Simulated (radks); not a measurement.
Effect of the nuclear size on neutral sulfur, [Ne] 3s2 3p4. Calculated with a radial shooting solver on a logarithmic mesh with Libxc functionals: Dirac Kohn-Sham, exchange-only LDA, spin-unpolarised, spherical densities, finite nucleus; open shells are shared between the two j in proportion to 2j + 1; Fermi nuclear charge, rms radius 3.2611 fm. The rms radius is varied about that value; shifts are against it.

| rms radius (fm) | total energy shift (eV) | density at nucleus (e/bohr^3) | 1s1/2 shift (meV) | 2s1/2 shift (meV) |
|---|---|---|---|---|
| 2.9122 | -0.00204 | 2927 | -0.859 | -0.060 |
| 2.9578 | -0.00179 | 2927 | -0.752 | -0.053 |
| 3.2611 | 0 | 2922 | 0.000 | 0.000 |
| 3.4209 | 0.00101 | 2919 | 0.425 | 0.030 |
| 3.6068 | 0.00225 | 2917 | 0.945 | 0.067 |

Slopes of the eigenvalues against <r^2> in GHz/fm^2, as finite differences over the two radii next to the reference (eigenvalue slopes, not the field-shift constants of lines): 1s1/2 96.4, 2s1/2 6.78.
